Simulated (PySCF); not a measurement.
H7GaSi2 (SMILES [SiH3][GaH][SiH3]), singlet, at a GFN2-xTB geometry (such geometries of metal compounds can be far from the true shape); PBE0/6-31G, polarisability by finite fields run with PySCF.

PySCF was given this input:
```python
from pyscf import gto, scf, dft

mol = gto.Mole()
mol.atom = '''
    Ga   -0.274713   -0.184873   -0.171797
    H    -1.508276   -1.015389   -0.943691
    Si   -0.390745    2.137897   -0.876586
    H    -0.261555    2.301102   -2.341078
    H     0.689202    2.962401   -0.281249
    H    -1.658284    2.794876   -0.488826
    Si    0.932673   -1.773098    1.215566
    H     2.045178   -1.137394    1.963034
    H     1.547498   -2.868773    0.434589
    H     0.075343   -2.412929    2.237217
'''
mol.basis = '6-31g'
mol.charge = 0
mol.spin = 0
mol.verbose = 4
mol.build()

mf = dft.RKS(mol)
mf.xc = 'pbe0'
mf.conv_tol = 1e-11
mf.kernel()
h0, z, done = mf.get_hcore(), mol.intor('int1e_r')[2], []
def energy(F):
    f = mf.copy()
    f.scf_summary = {}
    f.get_hcore = lambda *a: h0 + F * z
    e = f.kernel(mf.make_rdm1())
    done.append(f.converged)
    return e
F = 0.005
alpha = -(energy(F) + energy(-F) - 2 * mf.e_tot) / F**2
print('alpha_zz =', alpha)
```

What the program printed (banner, timings and long lists left out):

```
PySCF version 2.14.0

[INPUT] verbose = 4
[INPUT] num. atoms = 10
[INPUT] num. electrons = 66
[INPUT] charge = 0
[INPUT] spin (= nelec alpha-beta = 2S) = 0
[INPUT] symmetry False subgroup None
[INPUT] Mole.unit = angstrom
[INPUT] Symbol           X                Y                Z      unit          X                Y                Z       unit  Magmom
[...]
nuclear repulsion = 296.773985483322
number of shells = 39
number of NR pGTOs = 210
number of NR cGTOs = 67
basis = 6-31g
ecp = {}

******** <class 'pyscf.dft.rks.RKS'> ********
method = RKS
initial guess = minao
damping factor = 0
level_shift factor = 0
DIIS = <class 'pyscf.scf.diis.CDIIS'>
diis_start_cycle = 1
diis_space = 8
diis_damp = 0
SCF conv_tol = 1e-11
SCF conv_tol_grad = None
SCF max_cycles = 50
direct_scf = True
direct_scf_tol = 1e-13
XC library pyscf.dft.libxc version 7.1.2
    S. Lehtola, C. Steigemann, M. J. T. Oliveira, and M. A. L. Marques,  SoftwareX 7, 1–5 (2018)
XC functionals = pbe0
    C. Adamo and V. Barone,  J. Chem. Phys. 110, 6158 (1999)
    M. Ernzerhof and G. E. Scuseria,  J. Chem. Phys. 110, 5029 (1999)
radial grids:
    Treutler-Ahlrichs [JCP 102, 346 (1995); DOI:10.1063/1.469408] (M4) radial grids

becke partition: Becke, JCP 88, 2547 (1988); DOI:10.1063/1.454033
pruning grids: <function nwchem_prune>
grids dens level: 3
symmetrized grids: False
atomic radii adjust function: <function treutler_atomic_radii_adjust>
small_rho_cutoff = 0
Set gradient conv threshold to 3.16228e-06
Initial guess from minao.
tot grids = 127920
init E= -2506.31848937516
[...]
cycle= 1 E= -2507.06702433731  delta_E= -0.749  |g|= 0.112  |ddm|= 2.68
[...]
cycle= 2 E= -2507.07153355793  delta_E= -0.00451  |g|= 0.0545  |ddm|= 0.355
[...]
cycle= 3 E= -2507.07317350666  delta_E= -0.00164  |g|= 0.0198  |ddm|= 0.163
[...]
cycle= 4 E= -2507.0732521318  delta_E= -7.86e-05  |g|= 0.00549  |ddm|= 0.0242
[...]
cycle= 5 E= -2507.07325664075  delta_E= -4.51e-06  |g|= 0.000608  |ddm|= 0.00625
[...]
cycle= 6 E= -2507.0732567995  delta_E= -1.59e-07  |g|= 9.81e-05  |ddm|= 0.00131
[...]
cycle= 7 E= -2507.07325680323  delta_E= -3.74e-09  |g|= 2.02e-05  |ddm|= 0.000234
[...]
cycle= 8 E= -2507.07325680345  delta_E= -2.16e-10  |g|= 2.91e-06  |ddm|= 5.41e-05
[...]
cycle= 9 E= -2507.07325680345  delta_E= 4.55e-12  |g|= 2.65e-07  |ddm|= 8.16e-06
[...]
Extra cycle  E= -2507.07325680345  delta_E= -8.19e-12  |g|= 2.39e-07  |ddm|= 1.13e-06
converged SCF energy = -2507.07325680345

******** <class 'pyscf.dft.rks.RKS'> ********
[...]
[...]
cycle= 4 E= -2507.07456226885  delta_E= -4.3e-07  |g|= 0.000125  |ddm|= 0.0019
[...]
cycle= 5 E= -2507.07456227762  delta_E= -8.77e-09  |g|= 2.5e-05  |ddm|= 0.000355
[...]
cycle= 6 E= -2507.07456227797  delta_E= -3.52e-10  |g|= 8.54e-06  |ddm|= 6.75e-05
[...]
cycle= 7 E= -2507.07456227799  delta_E= -2.46e-11  |g|= 2.02e-06  |ddm|= 1.54e-05
[...]
cycle= 8 E= -2507.07456227799  delta_E= 1.36e-12  |g|= 6.06e-07  |ddm|= 2.56e-06
[...]
Extra cycle  E= -2507.07456227799  delta_E= -2.27e-12  |g|= 5.2e-07  |ddm|= 1.46e-06
converged SCF energy = -2507.07456227799

******** <class 'pyscf.dft.rks.RKS'> ********
method = RKS
initial guess = minao
damping factor = 0
level_shift factor = 0
DIIS = <class 'pyscf.scf.diis.CDIIS'>
diis_start_cycle = 1
diis_space = 8
diis_damp = 0
SCF conv_tol = 1e-11
SCF conv_tol_grad = None
SCF max_cycles = 50
direct_scf = True
direct_scf_tol = 1e-13
XC library pyscf.dft.libxc version 7.1.2
    S. Lehtola, C. Steigemann, M. J. T. Oliveira, and M. A. L. Marques,  SoftwareX 7, 1–5 (2018)
XC functionals = pbe0
    C. Adamo and V. Barone,  J. Chem. Phys. 110, 6158 (1999)
    M. Ernzerhof and G. E. Scuseria,  J. Chem. Phys. 110, 5029 (1999)
radial grids:
    Treutler-Ahlrichs [JCP 102, 346 (1995); DOI:10.1063/1.469408] (M4) radial grids

becke partition: Becke, JCP 88, 2547 (1988); DOI:10.1063/1.454033
pruning grids: <function nwchem_prune>
grids dens level: 3
symmetrized grids: False
atomic radii adjust function: <function treutler_atomic_radii_adjust>
small_rho_cutoff = 0
Set gradient conv threshold to 3.16228e-06
init E= -2507.07286426304
[...]
cycle= 1 E= -2507.07360144293  delta_E= -0.000737  |g|= 0.0172  |ddm|= 0.179
[...]
cycle= 2 E= -2507.07371217453  delta_E= -0.000111  |g|= 0.0106  |ddm|= 0.0685
[...]
cycle= 3 E= -2507.07377702721  delta_E= -6.49e-05  |g|= 0.00106  |ddm|= 0.0263
[...]
cycle= 4 E= -2507.07377751362  delta_E= -4.86e-07  |g|= 0.000132  |ddm|= 0.00206
[...]
cycle= 5 E= -2507.07377752262  delta_E= -9e-09  |g|= 3.35e-05  |ddm|= 0.00035
[...]
cycle= 6 E= -2507.07377752293  delta_E= -3.1e-10  |g|= 1.15e-05  |ddm|= 5.05e-05
[...]
cycle= 7 E= -2507.07377752294  delta_E= -1e-11  |g|= 1.75e-06  |ddm|= 1.34e-05
[...]
cycle= 8 E= -2507.07377752294  delta_E= -5.46e-12  |g|= 4.76e-07  |ddm|= 3.8e-06
[...]
Extra cycle  E= -2507.07377752294  delta_E= 1.82e-12  |g|= 4.21e-07  |ddm|= 1.61e-06
converged SCF energy = -2507.07377752294
alpha_zz = 73.04776107048383
```
